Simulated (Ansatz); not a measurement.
ClF$_{2}$H$_{2}$NTi (`[NH2][Ti]([F])([F])[Cl]`), 7 atoms. Total charge 0; spin multiplicity 1. Correlated methods include outer-core shells of Ti, which these sets cover unevenly. Scalar relativity is left out up to krypton. All runs use 4 threads of an Arm Neoverse V1 on a shared host. Correlated methods freeze the cores.

**Question.** How many basis functions does each run have, and how long does it take in Ansatz? RKS ωB97M-V/def2-SVP energy; RKS PBE0-D4/def2-SVP energy; RHF-CCSD(T)/def2-SVP energy; RHF-MP2/def2-QZVPP energy; RHF-CCSD(T)/def2-TZVPP energy; RKS BLYP-D4/def2-TZVPP energy; RKS PBE0-D4/def2-QZVPP energy; RKS r2SCAN0-D4/def2-TZVPP energy; RKS PBE0-D4/def2-TZVP relaxation (5 steps); RKS B2PLYP (frozen core)/def2-TZVPP energy; RKS PBE0-D4/def2-TZVP frequencies; RKS HSE06 (plane-wave form)-D4/def2-TZVPP energy. (Best estimate.)

**Answer.** The calculation gave: Other jobs shared the machine, so times are rough.

```csv
level,job,functions,wall time,peak host memory (GiB)
RKS PBE0-D4/def2-SVP,energy,101,2.3 s,0.22
RKS BLYP-D4/def2-TZVPP,energy,227,3.7 s,0.31
RKS HSE06 (plane-wave form)-D4/def2-TZVPP,energy,227,7.5 s,0.65
RKS r2SCAN0-D4/def2-TZVPP,energy,227,8 s,0.65
RHF-CCSD(T)/def2-SVP,energy,101,8.5 s,0.46
RKS ωB97M-V/def2-SVP,energy,101,9 s,0.34
RKS B2PLYP (frozen core)/def2-TZVPP,energy,227,11 s,0.65
RKS PBE0-D4/def2-QZVPP,energy,394,18 s,1.4
RKS PBE0-D4/def2-TZVP,relaxation (5 steps),187,26 s,0.51
RHF-MP2/def2-QZVPP,energy,394,29 s,1.9
RKS PBE0-D4/def2-TZVP,frequencies,187,2.1 min,0.51
RHF-CCSD(T)/def2-TZVPP,energy,227,4.5 min,4.2
```
